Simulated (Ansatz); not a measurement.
`F[C]1(S)[NH][AlH]1`. Charge 0, multiplicity 1. Geometry: relaxed with PBE0-D4/def2-TZVP. It is one conformer, not always the lowest.

```xyz
8

F     0.071    1.554   -0.843
C    -0.030    0.431   -0.029
S     0.098    0.965    1.691
N     0.912   -0.600   -0.358
Al   -0.666   -1.262   -0.691
H    -0.851    1.912    1.628
H     1.901   -0.470   -0.194
H    -1.436   -2.530   -1.204
```

(1) What is the dipole moment at PBE/def2-TZVPP? (An estimate is asked.)

(2) And with r2SCAN, B3LYP, ωB97M-V? (Estimate.)

(3) Give the Mulliken charges with PBE, ωB97M-V, r2SCAN in def2-TZVPP. (Best estimate.)

Answers

(1) Ansatz gave: 2.51 D, with components (-0.95, -2.22, -0.68) D in this frame, pointing from negative to positive charge.

(2) Ansatz gave: r2SCAN 2.71 D, B3LYP 2.83 D, ωB97M-V 2.97 D.

(3) The calculation gave: 
```json
{"atom": "F1", "PBE": "-0.18", "ωB97M-V": "-0.22", "r2SCAN": "-0.22"}
{"atom": "C2", "PBE": "0.16", "ωB97M-V": "0.11", "r2SCAN": "0.17"}
{"atom": "S3", "PBE": "-0.18", "ωB97M-V": "-0.15", "r2SCAN": "-0.18"}
{"atom": "N4", "PBE": "-0.26", "ωB97M-V": "-0.29", "r2SCAN": "-0.36"}
{"atom": "Al5", "PBE": "0.27", "ωB97M-V": "0.38", "r2SCAN": "0.45"}
{"atom": "H6", "PBE": "0.11", "ωB97M-V": "0.11", "r2SCAN": "0.09"}
{"atom": "H7", "PBE": "0.12", "ωB97M-V": "0.09", "r2SCAN": "0.12"}
{"atom": "H8", "PBE": "-0.03", "ωB97M-V": "-0.03", "r2SCAN": "-0.08"}
```

B3LYP here is the variant with VWN-RPA as its local correlation; programs differ in this.
